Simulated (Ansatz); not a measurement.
CH7NSi2, SMILES `NC1[SiH2][SiH2]1`. Charge 0, multiplicity 1.

```xyz
11

N    -1.219   -0.920   -0.593
C     0.098   -0.614   -0.078
Si    0.856    1.021   -0.723
Si    0.127    0.640    1.368
H    -1.709   -1.580   -0.003
H    -1.177   -1.301   -1.529
H     0.819   -1.435    0.024
H     2.302    0.991   -1.053
H     0.034    1.749   -1.716
H    -1.202    1.101    1.829
H     1.072    0.348    2.474
```

Question: List the harmonic frequencies (cm⁻¹, unscaled) at PBE0-D4/def2-TZVP in Ansatz. (Estimate.)

Answer: Computed: 85, 224, 308, 342, 459, 466, 516, 603, 604, 623, 670, 736, 820, 894, 906, 952, 1117, 1228, 1282, 1653, 2231, 2234, 2258, 2264, 3019, 3514, 3599.

Question: Is this a minimum?

Answer: Yes, all 27 modes are real.

Question: Give the ideal-gas thermochemistry at 298.15 K and 1 bar (rigid rotor, harmonic oscillator; point group Cs, symmetry number 1).

Answer: Zero-point energy 201.0 kJ/mol; H(298) − E = 220.8 kJ/mol; entropy 328.6 J/(mol·K), of which translation 164.9, rotation 109.2, vibration 54.6; G(298) − E = 122.8 kJ/mol. Modes under 100 cm⁻¹ are hindered rotations or soft bends, so the harmonic entropy is rough.
